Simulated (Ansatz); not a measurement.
```yaml
crystal:
  periodic: [false, false, false]
  atoms:
    - {symbol: In, position_ang: [-0.001741, 0.003341, -0.347715]}
    - {symbol: Br, position_ang: [0.014898, -0.028636, 2.981485]}
    - {symbol: H, position_ang: [2.128276, 0.014893, -0.888524]}
    - {symbol: H, position_ang: [-1.076211, 1.852080, -0.854877]}
    - {symbol: H, position_ang: [-1.065235, -1.841665, -0.890356]}
basis:
  gaussian: {orbitals: def2-SVPD}
total_charge: -1
hamiltonian: {xc: {name: HF}}
correlation: {active_space: {window: {electrons: 2, orbitals: 1}}}
```

```sh
$ ansatz run in.yaml --threads 4 --pin off --events-out ev --progress --plain --max-ram 3916MiB
```

It prints (some lines left out):

```
Functional definition: HF
1056 factors; integrals over basis functions are off by at most 2.8e-4 eV
mean field evaluation 1: about -75185.4163 eV, gradient 1.2e1 eV
mean field evaluation 2: about -75185.4300 eV, gradient 1.2e1 eV
mean field evaluation 4: about -75186.2073 eV, gradient 1.3e0 eV
mean field evaluation 8: about -75186.2261 eV, gradient 2.7e-3 eV
mean field -75186.22608384 eV, -2763.0428455268 hartree, gradient 1.8e-6 eV, S^2 0.000000; 0 other end points of the search recorded, 0 dependent functions left out
reference -75186.22608384 eV, -2763.0428455268 hartree; 30, 30 occupied and 67, 67 virtual orbitals, 1056 factors
state -75186.22608384 eV, -2763.0428455268 hartree
Total energy: -75186.22608384 eV, -2763.0428455268 hartree
```

Hardware: 4 threads of Arm Neoverse V1 on a shared host. Wall time 0.95 s.

In the def2 sets In takes a core potential; there is no spin–orbit coupling.
